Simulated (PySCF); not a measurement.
# Vibration and rotation of TiBr⁺

UHF-SCS-MP2 constants of TiBr⁺, ³Δ (triplet), unpaired electrons σ ↑, δ ↑ (basis Ti def2-TZVPPD, Br def2-TZVPPD; no relativity; PySCF 2.14; masses 47.9479 and 78.9183 u):

```
ωe              : 355.6 cm⁻¹
ωexe            : 0.69 cm⁻¹
Be              : 0.10496 cm⁻¹
αe              : 0.000333 cm⁻¹
D (centrifugal) : 3.66e-08 cm⁻¹
```

(1) Give the vibrational terms G(v) and spacings up to v = 6.

Correlated steps freeze 14 core orbitals. Spin–orbit coupling is left out. With d or f electrons several states lie close, and the lowest PBE0 determinant need not be the measured ground state.

Results:

(1) G(v) = ωe(v+½) − ωexe(v+½)².

```json
{"v": "0", "G(v) (cm⁻¹)": "177.6", "G(v) − G(v−1)": "", "Bv (cm⁻¹)": "0.1048"}
{"v": "1", "G(v) (cm⁻¹)": "531.8", "G(v) − G(v−1)": "354.2", "Bv (cm⁻¹)": "0.1045"}
{"v": "2", "G(v) (cm⁻¹)": "884.7", "G(v) − G(v−1)": "352.8", "Bv (cm⁻¹)": "0.1041"}
{"v": "3", "G(v) (cm⁻¹)": "1236.1", "G(v) − G(v−1)": "351.5", "Bv (cm⁻¹)": "0.1038"}
{"v": "4", "G(v) (cm⁻¹)": "1586.2", "G(v) − G(v−1)": "350.1", "Bv (cm⁻¹)": "0.1035"}
{"v": "5", "G(v) (cm⁻¹)": "1934.9", "G(v) − G(v−1)": "348.7", "Bv (cm⁻¹)": "0.1031"}
{"v": "6", "G(v) (cm⁻¹)": "2282.2", "G(v) − G(v−1)": "347.3", "Bv (cm⁻¹)": "0.1028"}
```
